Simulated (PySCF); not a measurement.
## input.py for AlBr⁺

Input:

```python
from pyscf import gto, scf, mp

mol = gto.M(
    atom='Al 0 0 0; Br 0 0 2.41',
    basis='cc-pvdz',
    charge=1,
    spin=1,
    verbose=4,
)
mf = scf.UHF(mol)
mf.kernel()
mp.MP2(mf, frozen=14).kernel()
mf.dip_moment()
print('orbital energies (hartree):', [e[max(0, n-3):n+3].round(4) for e, n in zip(mf.mo_energy, mol.nelec)])
```

```bash
$ python input.py
```

It prints (some set-up lines and the per-cycle HOMO/LUMO lines with their warnings removed):

```
PySCF version 2.14.0

[INPUT] verbose = 4
[INPUT] num. atoms = 2
[INPUT] num. electrons = 47
[INPUT] charge = 1
[INPUT] spin (= nelec alpha-beta = 2S) = 1
[INPUT] symmetry False subgroup None
[INPUT] Mole.unit = angstrom
[INPUT] Symbol           X                Y                Z      unit          X                Y                Z       unit  Magmom
[INPUT]  1 Al     0.000000000000   0.000000000000   0.000000000000 AA    0.000000000000   0.000000000000   0.000000000000 Bohr   0.0
[INPUT]  2 Br     0.000000000000   0.000000000000   2.410000000000 AA    0.000000000000   0.000000000000   4.554239960202 Bohr   0.0

nuclear repulsion = 99.9069008168465
number of shells = 11
number of NR pGTOs = 118
number of NR cGTOs = 45
basis = cc-pvdz
ecp = {}

******** <class 'pyscf.scf.uhf.UHF'> ********
method = UHF
initial guess = minao
damping factor = 0
level_shift factor = 0
DIIS = <class 'pyscf.scf.diis.CDIIS'>
diis_start_cycle = 1
diis_space = 8
diis_damp = 0
SCF conv_tol = 1e-09
SCF conv_tol_grad = None
SCF max_cycles = 50
direct_scf = True
direct_scf_tol = 1e-13
number electrons alpha = 24  beta = 23
Set gradient conv threshold to 3.16228e-05
init E= -2813.19023582564

cycle= 1 E= -2813.99990242708  delta_E= -0.81  |g|= 0.206  |ddm|= 0.788
cycle= 2 E= -2814.04771707073  delta_E= -0.0478  |g|= 0.102  |ddm|= 0.51
cycle= 3 E= -2814.05618553871  delta_E= -0.00847  |g|= 0.0289  |ddm|= 0.115
cycle= 4 E= -2814.05804479472  delta_E= -0.00186  |g|= 0.0112  |ddm|= 0.0751
cycle= 5 E= -2814.05840669262  delta_E= -0.000362  |g|= 0.00362  |ddm|= 0.0328
cycle= 6 E= -2814.05844763067  delta_E= -4.09e-05  |g|= 0.00101  |ddm|= 0.0117
cycle= 7 E= -2814.05845114338  delta_E= -3.51e-06  |g|= 0.00049  |ddm|= 0.00299
cycle= 8 E= -2814.05845222783  delta_E= -1.08e-06  |g|= 0.000247  |ddm|= 0.00175
cycle= 9 E= -2814.05845260992  delta_E= -3.82e-07  |g|= 9.85e-05  |ddm|= 0.0015
cycle= 10 E= -2814.05845267161  delta_E= -6.17e-08  |g|= 4.44e-05  |ddm|= 0.000584
cycle= 11 E= -2814.05845268404  delta_E= -1.24e-08  |g|= 8.45e-06  |ddm|= 0.00029
cycle= 12 E= -2814.05845268431  delta_E= -2.68e-10  |g|= 1.81e-06  |ddm|= 4.73e-05
Extra cycle  E= -2814.05845268431  delta_E= -9.09e-13  |g|= 7.49e-07  |ddm|= 3.12e-06
converged SCF energy = -2814.05845268431  <S^2> = 0.77966016  2S+1 = 2.0294434

******** <class 'pyscf.mp.ump2.UMP2'> ********
nocc = (np.int64(10), np.int64(9)), nmo = (31, 31)
frozen orbitals 14
E(UMP2) = -2814.20750925758  E_corr = -0.149056573268206
E(SCS-UMP2) = -2814.20094901332  E_corr = -0.142496329014231
E_corr(same-spin) = -0.0419671833549413
E_corr(oppo-spin) = -0.107089389913265

WARN: System has nonzero charge 1; the dipole moment is origin-dependent.
Location of origin: [0. 0. 0.]

Dipole moment(X, Y, Z, Debye):  0.00000,  0.00000, -0.29294
orbital energies (hartree): [array([-0.6309, -0.6296, -0.6296, -0.2059, -0.2059, -0.1155]), array([-0.6905, -0.6224, -0.6224, -0.2868, -0.1703, -0.1703])]
```

In short: E(SCF) = -2814.058453 Eh, 12 cycles, E(MP2) − E(SCF) = -0.14906 Eh, ⟨S²⟩ = 0.780.

Wall time 0.83 s on one thread of a shared host.

The bond length is a typed value, not an optimised one. The dipole of an ion depends on the origin. No search for the lowest solution was made.
